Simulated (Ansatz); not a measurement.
Start from `Br[SiH](Br)Br` and change one atom or group to get `[SiH3][SiH](Br)Br`.

Ansatz, PBE0-D4/def2-TZVP geometries, multiplicity 1. 

Scalar relativity is left out up to krypton.

| property | `Br[SiH](Br)Br` |
| --- | --- |
| HOMO–LUMO gap (PBE/def2-TZVPP) / eV | 5.36 |
| ideal-gas entropy at 298 K and 1 bar (rigid rotor, harmonic PBE0-D4/def2-TZVP) / J/(mol·K) | 350 |
| LUMO energy (PBE/def2-TZVPP) / eV | -1.95 |
| HOMO energy (PBE/def2-TZVPP) / eV | -7.31 |
| LUMO energy (ωB97M-V/def2-TZVPP) / eV | 0.88 |
| HOMO energy (ωB97M-V/def2-TZVPP) / eV | -10.76 |

(1) What does the change do to each property? (An estimate is asked.)

Answers

(1) Computed: 
| property | `[SiH3][SiH](Br)Br` | shift |
| --- | --- | --- |
| HOMO–LUMO gap (PBE/def2-TZVPP) / eV | 5.10 | -0.26 |
| ideal-gas entropy at 298 K and 1 bar (rigid rotor, harmonic PBE0-D4/def2-TZVP) / J/(mol·K) | 379 | 29 |
| LUMO energy (PBE/def2-TZVPP) / eV | -1.78 | 0.17 |
| HOMO energy (PBE/def2-TZVPP) / eV | -6.88 | 0.43 |
| LUMO energy (ωB97M-V/def2-TZVPP) / eV | 0.91 | 0.03 |
| HOMO energy (ωB97M-V/def2-TZVPP) / eV | -10.10 | 0.66 |

With PBE0 the HOMO rises by 0.54 eV and the LUMO rises by 0.13 eV, so the gap narrows by about 0.41 eV. PBE moves the HOMO by 0.43 eV and ωB97M-V by 0.66 eV. The zero-point energy changes by 62.0 kJ/mol with +9 modes.

Spin–orbit coupling is left out; it splits and shifts lone-pair levels of the heavy atoms by tenths of an eV.
